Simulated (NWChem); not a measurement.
BPH₄O₂; SMILES OB(O)P

```xyz
8

B     -0.0029    -0.4987     0.0000
O     -0.0206    -1.1312    -1.2058
H     -0.0564    -2.0931    -1.1663
O     -0.0206    -1.1312     1.2058
H     -0.0564    -2.0931     1.1663
P     -0.0883     1.4362     0.0000
H      0.8496     1.6307     1.0548
H      0.8496     1.6307    -1.0548
```
Atoms are numbered in this order, from 1.

Level: PBE0/def2-SVP (NWChem), optimised geometry, unscaled harmonic frequencies. 

Question: List the harmonic frequencies with IR intensities, and the thermochemistry.

Answer: 
| frequency (cm⁻¹) | IR intensity (km/mol) |
|---|---|
| 146 | 4.4 |
| 255 | 2.8 |
| 380 | 10.6 |
| 413 | 0.1 |
| 413 | 55.7 |
| 578 | 228.8 |
| 614 | 39.4 |
| 728 | 0.5 |
| 752 | 33.5 |
| 928 | 192.3 |
| 1010 | 120.2 |
| 1092 | 22.4 |
| 1289 | 147.7 |
| 1437 | 334.8 |
| 2428 | 33.3 |
| 2445 | 51.8 |
| 3885 | 6.7 |
| 3886 | 66.8 |

```yaml
zero_point_energy: 32.4 kcal/mol
thermal correction to the enthalpy at 298.15 K (with zero-point energy): 36.5 kcal/mol
heat capacity Cv: 19.0 cal/(mol K)
entropy at 298.15 K and 1 atm (symmetry number 1): 73.5 cal/(mol K)
dipole_moment: 3.73 D
```

Rigid rotor and harmonic oscillator.
